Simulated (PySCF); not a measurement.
AsF2 (SMILES F[As]F), doublet, geometry from GFN2-xTB; M062X/def2-SVP (PySCF).

The PySCF input:
```python
from pyscf import gto, scf, dft

mol = gto.Mole()
mol.atom = '''
    F    -1.22363536   -0.84799539    0.05148653
    As   -0.02211217    0.42725140   -0.01934179
    F     1.30471333   -0.71859307    0.01943336
'''
mol.basis = 'def2-svp'
mol.spin = 1
mol.verbose = 4
mol.build()

mf = dft.UKS(mol)
mf.xc = 'm062x'
mf.kernel()
mf.analyze()
```

Question: Predict the main parts of the log of this PySCF run.

Answer: 
```
PySCF version 2.14.0

[INPUT] verbose = 4
[INPUT] num. atoms = 3
[INPUT] num. electrons = 51
[INPUT] charge = 0
[INPUT] spin (= nelec alpha-beta = 2S) = 1
[INPUT] symmetry False subgroup None
[INPUT] Mole.unit = angstrom
[INPUT] Symbol           X                Y                Z      unit          X                Y                Z       unit  Magmom
[...]
nuclear repulsion = 196.18407098407
number of shells = 24
number of NR pGTOs = 122
number of NR cGTOs = 60
basis = def2-svp
ecp = {}

******** <class 'pyscf.dft.uks.UKS'> ********
method = UKS
initial guess = minao
damping factor = 0
level_shift factor = 0
DIIS = <class 'pyscf.scf.diis.CDIIS'>
diis_start_cycle = 1
diis_space = 8
diis_damp = 0
SCF conv_tol = 1e-09
SCF conv_tol_grad = None
SCF max_cycles = 50
direct_scf = True
direct_scf_tol = 1e-13
number electrons alpha = 26  beta = 25
XC library pyscf.dft.libxc version 7.1.2
    S. Lehtola, C. Steigemann, M. J. T. Oliveira, and M. A. L. Marques,  SoftwareX 7, 1–5 (2018)
XC functionals = m062x
    Y. Zhao and D. G. Truhlar,  Theor. Chem. Acc. 120, 215 (2008)
    Y. Zhao and D. G. Truhlar,  Theor. Chem. Acc. 120, 215 (2008)
radial grids:
    Treutler-Ahlrichs [JCP 102, 346 (1995); DOI:10.1063/1.469408] (M4) radial grids

becke partition: Becke, JCP 88, 2547 (1988); DOI:10.1063/1.454033
pruning grids: <function nwchem_prune>
grids dens level: 3
symmetrized grids: False
atomic radii adjust function: <function treutler_atomic_radii_adjust>
small_rho_cutoff = 0
Set gradient conv threshold to 3.16228e-05
tot grids = 48952
init E= -2434.29107596557

cycle= 1 E= -2434.98239884576  delta_E= -0.691  |g|= 0.499  |ddm|= 1.36
cycle= 2 E= -2434.92551465196  delta_E= 0.0569  |g|= 0.673  |ddm|= 0.801
cycle= 3 E= -2435.07936786346  delta_E= -0.154  |g|= 0.0252  |ddm|= 0.422
cycle= 4 E= -2435.07977999633  delta_E= -0.000412  |g|= 0.0077  |ddm|= 0.0394
cycle= 5 E= -2435.0798326131  delta_E= -5.26e-05  |g|= 0.00205  |ddm|= 0.0152
cycle= 6 E= -2435.07983618042  delta_E= -3.57e-06  |g|= 0.000864  |ddm|= 0.00352
cycle= 7 E= -2435.07983675683  delta_E= -5.76e-07  |g|= 0.000166  |ddm|= 0.00157
cycle= 8 E= -2435.07983679627  delta_E= -3.94e-08  |g|= 4.38e-05  |ddm|= 0.000392
cycle= 9 E= -2435.07983679869  delta_E= -2.42e-09  |g|= 1.58e-05  |ddm|= 8.43e-05
cycle= 10 E= -2435.07983679885  delta_E= -1.6e-10  |g|= 1.14e-05  |ddm|= 2.09e-05
Extra cycle  E= -2435.07983679886  delta_E= -1.41e-11  |g|= 1.37e-05  |ddm|= 1.6e-05
[...]
converged SCF energy = -2435.07983679886  <S^2> = 0.75663076  2S+1 = 2.0066198
Total Energy =                       -2435.079836798864562
[...]
spin_pop of  0 F 3py       0.00000
spin_pop of  0 F 3pz       0.00047
spin_pop of  0 F 3dxy     -0.00000
spin_pop of  0 F 3dyz     -0.00002
spin_pop of  0 F 3dz^2     0.00000
spin_pop of  0 F 3dxz     -0.00002
spin_pop of  0 F 3dx2-y2    0.00000
spin_pop of  1 As 1s        0.00000
spin_pop of  1 As 2s        0.00000
spin_pop of  1 As 3s        0.00003
spin_pop of  1 As 4s        0.02836
spin_pop of  1 As 5s       -0.00088
spin_pop of  1 As 2px       0.00000
spin_pop of  1 As 2py      -0.00000
spin_pop of  1 As 2pz       0.00000
spin_pop of  1 As 3px      -0.00000
spin_pop of  1 As 3py      -0.00000
spin_pop of  1 As 3pz       0.00005
spin_pop of  1 As 4px       0.00969
spin_pop of  1 As 4py      -0.02547
spin_pop of  1 As 4pz       0.88930
spin_pop of  1 As 5px       0.00058
spin_pop of  1 As 5py       0.00103
spin_pop of  1 As 5pz       0.00339
spin_pop of  1 As 3dxy     -0.00000
spin_pop of  1 As 3dyz      0.00001
spin_pop of  1 As 3dz^2    -0.00001
spin_pop of  1 As 3dxz      0.00001
spin_pop of  1 As 3dx2-y2    0.00000
spin_pop of  1 As 4dxy      0.00019
spin_pop of  1 As 4dyz      0.00087
spin_pop of  1 As 4dz^2     0.00190
spin_pop of  1 As 4dxz     -0.00051
spin_pop of  1 As 4dx2-y2    0.00016
spin_pop of  1 As 5dxy     -0.00000
spin_pop of  1 As 5dyz      0.00000
spin_pop of  1 As 5dz^2     0.00012
spin_pop of  1 As 5dxz      0.00001
spin_pop of  1 As 5dx2-y2    0.00001
spin_pop of  2 F 1s       -0.00000
spin_pop of  2 F 2s        0.00209
spin_pop of  2 F 3s        0.00013
spin_pop of  2 F 2px      -0.00489
spin_pop of  2 F 2py      -0.00405
spin_pop of  2 F 2pz       0.05189
spin_pop of  2 F 3px       0.00001
spin_pop of  2 F 3py      -0.00001
spin_pop of  2 F 3pz       0.00047
spin_pop of  2 F 3dxy     -0.00000
spin_pop of  2 F 3dyz     -0.00002
spin_pop of  2 F 3dz^2     0.00000
spin_pop of  2 F 3dxz     -0.00002
spin_pop of  2 F 3dx2-y2    0.00000
 ** Mulliken Spin Density (per atom)  **
spin density of  0 F =      0.04558
spin density of  1 As =      0.90882
spin density of  2 F =      0.04560
 ** Mulliken pop alpha/beta on meta-lowdin orthogonal AOs **
 ** Mulliken pop       alpha | beta **
In total            26.00000 | 25.00000
 ** Mulliken atomic charges   ( Nelec_alpha | Nelec_beta ) **
charge of  0F =     -0.45818  (     4.75188      4.70630 )
charge of  1As =      0.91636  (    16.49623     15.58741 )
charge of  2F =     -0.45818  (     4.75189      4.70629 )
Dipole moment(X, Y, Z, Debye): -0.13713,  2.65054, -0.12015
```
